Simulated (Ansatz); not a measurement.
`B[SiH](C)CF` and `C[SiH](F)CF` differ in one atom or group.

Ansatz, PBE0-D4/def2-TZVP geometries, multiplicity 1. Each molecule was computed in one conformer, which needn't be the lowest.

```csv
property,`B[SiH](C)CF`
LUMO energy (ωB97M-V/def2-TZVPP) / eV,-0.42
HOMO energy (PBE0/def2-TZVPP) / eV,-8.04
HOMO–LUMO gap (ωB97M-V/def2-TZVPP) / eV,9.83
LUMO energy (B3LYP/def2-TZVPP) / eV,-2.57
HOMO energy (ωB97M-V/def2-TZVPP) / eV,-10.24
LUMO energy (PBE/def2-TZVPP) / eV,-3.37
```

Problem. What does the change do to each property? (Estimate.)

Solution. The calculation gave: 
```
                               property  `C[SiH](F)CF`  shift
  LUMO energy (ωB97M-V/def2-TZVPP) / eV           2.07   2.49
     HOMO energy (PBE0/def2-TZVPP) / eV          -8.59  -0.55
HOMO–LUMO gap (ωB97M-V/def2-TZVPP) / eV          12.96   3.13
    LUMO energy (B3LYP/def2-TZVPP) / eV           0.02   2.59
  HOMO energy (ωB97M-V/def2-TZVPP) / eV         -10.89  -0.65
      LUMO energy (PBE/def2-TZVPP) / eV          -0.70   2.67
```

With PBE0 the HOMO falls by 0.55 eV and the LUMO rises by 2.63 eV, so the gap widens by about 3.18 eV. PBE moves the HOMO by -0.32 eV and ωB97M-V by -0.65 eV.

B3LYP here is the variant with VWN-RPA as its local correlation; programs differ in this.
